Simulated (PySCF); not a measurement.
C5H12Se.
Numbering: `[CH3:1][CH2:2][CH:3]([SeH:4])[CH2:5][CH3:6]` (hydrogens: H7, H8, H9 on C1; H10, H11 on C2; H12 on C3; H13 on Se4; H14, H15 on C5; H16, H17, H18 on C6)

Geometry (PBE0-D3(BJ)/def2-SVP, Å), atoms numbered from 1 in this order:
```
atom  x, y, z in Å
C1    -2.5578   -0.0757    0.7060
C2    -1.3987    0.3665   -0.1692
C3    -0.0286   -0.1576    0.2502
Se4    0.0684   -2.1302    0.1775
C5     1.1089    0.5028   -0.5230
C6     2.5049    0.1997   -0.0086
H7    -2.6536   -1.1717    0.7121
H8    -2.4150    0.2516    1.7486
H9    -3.5075    0.3503    0.3496
H10   -1.5837    0.0816   -1.2202
H11   -1.3382    1.4703   -0.1669
H12    0.1135    0.0327    1.3296
H13   -0.1346   -2.1897   -1.2800
H14    1.0260    0.2230   -1.5884
H15    0.9343    1.5937   -0.4880
H16    3.2681    0.7209   -0.6055
H17    2.6207    0.5237    1.0384
H18    2.7160   -0.8793   -0.0476
```

Computed with PySCF at PBE0/def2-SVPD, non-relativistic, on one gas-phase PBE0-D3(BJ)/def2-SVP geometry that isn't relaxed in the solvent. The solvent is an IEF-PCM continuum (van der Waals radii × 1.2). Specific hydrogen bonds and non-electrostatic terms are outside this model. Spin–orbit coupling is left out although an atom past zinc is present.

Gas phase at PBE0/def2-SVPD: HOMO -6.43 eV, LUMO 0.09 eV, dipole 1.63 D.

Question: What does the continuum do to the energy, the frontier levels and the dipole at PBE0/def2-SVPD in chloroform and tetrahydrofuran?

Answer: 
```json
{"solvent": "chloroform", "ε": "4.711", "E(solvent) − E(gas) (kJ/mol)": "-7.26", "polarisation term (kJ/mol)": "-8.34", "distortion of the solute (kJ/mol)": "1.08", "HOMO (eV)": "-6.45", "LUMO (eV)": "0.18", "dipole (D)": "2.17"}
{"solvent": "tetrahydrofuran", "ε": "7.426", "E(solvent) − E(gas) (kJ/mol)": "-8.49", "polarisation term (kJ/mol)": "-10.02", "distortion of the solute (kJ/mol)": "1.53", "HOMO (eV)": "-6.46", "LUMO (eV)": "0.18", "dipole (D)": "2.27"}
```

Polarisation term: ½ Σ q·V over the induced surface charges. Distortion: the rise of the solute's own energy as its density leaves the gas-phase optimum. From chloroform to tetrahydrofuran the lowering changes by a factor 1.17, Onsager's factor (ε − 1)/(2ε + 1) by 1.14 and ε itself by 1.6.

Question: Which radius a makes the point-dipole formula ΔE = −[(ε − 1)/(2ε + 1)]·μ²/a³ give the value in tetrahydrofuran, with the gas-phase dipole?

Answer: μ = 0.640 au and |ΔE| = 0.00324 Eh give a = 1.97 Å; the farthest nucleus lies 3.47 Å from the centroid of the nuclei, so such a sphere wouldn't even hold the nuclei. The formula assumes a rigid point dipole at the centre of a sphere.

Question: Give the dipole vector in the frame of the coordinates (D, pointing from negative to positive charge), gas and tetrahydrofuran.

Answer: Gas (-0.15, 1.55, -0.46), solvent (-0.21, 2.16, -0.68). Its length changes by +40 % and its direction by less than 1°.

Question: How does the static polarisability (PBE0/def2-SVPD, frozen core, with the continuum's full static response) change?

Answer: 
```tsv
medium	isotropic (au)	principal values (au)	⟨r²⟩ of the electrons (bohr²)
gas	91.6	78.8, 96.6, 99.4	1127.9
chloroform	116.4	102.9, 121.3, 125.0	1128.0
tetrahydrofuran	121.2	108.3, 125.0, 130.3	1128.0
```

The isotropic value in tetrahydrofuran is 1.32 times the gas-phase one; no cavity-field correction is applied. ⟨r²⟩ is taken about the centre of nuclear charge.
